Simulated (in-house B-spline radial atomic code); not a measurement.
Configurations of Mg VIII (Mg7+), with energies counted from [He] 2s2 (2p1/2)1. Level of theory: Dirac-Hartree-Fock, average of each configuration as written, Fermi nucleus of rms radius 3.057 fm; calculated with a B-spline radial code for spherical atoms. Energies include first-order Breit, QED and recoil terms.

```json
{"configuration": "[He] 2s2 4s1", "E - E(ref) (eV)": "204.55", "highest orbital": "4s1/2", "its <r> (bohr)": "2.661"}
{"configuration": "[He] 2s2 (4p1/2)1", "E - E(ref) (eV)": "207.8", "highest orbital": "4p1/2", "its <r> (bohr)": "2.681"}
{"configuration": "[He] 2s2 (4f5/2)1", "E - E(ref) (eV)": "211.6", "highest orbital": "4f5/2", "its <r> (bohr)": "2.241"}
{"configuration": "[He] 2s2 (5g7/2)1", "E - E(ref) (eV)": "231.29", "highest orbital": "5g7/2", "its <r> (bohr)": "3.437"}
{"configuration": "[He] 2s2 (6d5/2)1", "E - E(ref) (eV)": "241.56", "highest orbital": "6d5/2", "its <r> (bohr)": "6.269"}
{"configuration": "[He] 2s1 (2p1/2)1 (5g7/2)1", "E - E(ref) (eV)": "249.36", "highest orbital": "5g7/2", "its <r> (bohr)": "3.437"}
```

Task: Order these further configurations by energy, lowest first.
A. [He] 2s1 (2p1/2)1 (5p3/2)1
B. [He] 2s1 (2p3/2)1 (4d3/2)1
C. [He] 2s2 (5f7/2)1
D. [He] 2s2 (2p3/2)1
E. [He] 2s1 (2p3/2)1 (4f5/2)1

Result: D (0.42058 eV), B (229.15 eV), E (230.15 eV), C (231.23 eV), A (247.57 eV).

Task: How far above the reference does [He] 2s1 (2p3/2)1 (6f5/2)1 lie?

Result: 260.43 eV; its least bound orbital is 6f5/2 with <r> = 5.986 bohr.

Task: How far above the reference does [He] 2s2 3s1 lie?

Result: 151.2 eV; its least bound orbital is 3s1/2 with <r> = 1.435 bohr.
